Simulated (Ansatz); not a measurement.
Reaction (redistribution): `C#[C][SnH2][CH3]` + `CSC[SeH]` → `C[S][SnH2][CH3]` + `C#CC[SeH]`

Gas-phase electronic energies from Ansatz, PBE0-D4/def2-TZVP geometries. CBS: MP2 limit from def2 TZ/QZ plus the TZ coupled-cluster correction, frozen cores. Functionals use def2-TZVPP. def2 core potentials past Kr. For Se, Sn outer-core shells are correlated without core-valence functions, which leaves a few kJ/mol of doubt a bond. Scalar relativity is left out up to krypton. One conformer a species, not always the lowest.

Problem. Is it downhill or uphill in electronic energy at CCSD(T)/CBS, and by how much? (An estimate is asked.)

Solution. Ansatz gave: Downhill: ΔE = -50.1 kJ/mol.

Problem. What do these levels give: PBE-D4, r2SCAN-D4, PBE0-D4, ωB97X-V, PBE, HF/def2-TZVPP, MP2/def2-TZVPP, CCSD(T)/def2-TZVPP, HF/def2-QZVPP, MP2/def2-QZVPP, SCS-MP2/def2-QZVPP, HF/CBS(def2)? (An estimate is asked.)

Solution. The calculation gave: PBE-D4 -59.1, r2SCAN-D4 -57.4, PBE0-D4 -59.7, ωB97X-V -51.9, PBE -59.4, HF/def2-TZVPP -58.2, MP2/def2-TZVPP -46.3, CCSD(T)/def2-TZVPP -45.0, HF/def2-QZVPP -58.4, MP2/def2-QZVPP -49.4, SCS-MP2/def2-QZVPP -48.5, HF/CBS(def2) -58.4 kJ/mol.

Largest T1 diagnostic among the species: 0.013.

In def2-TZVPP, CCSD(T) changes the Hartree–Fock value by +13.2 kJ/mol (the triples alone add +2.3 kJ/mol) and MP2 by +11.8 kJ/mol.
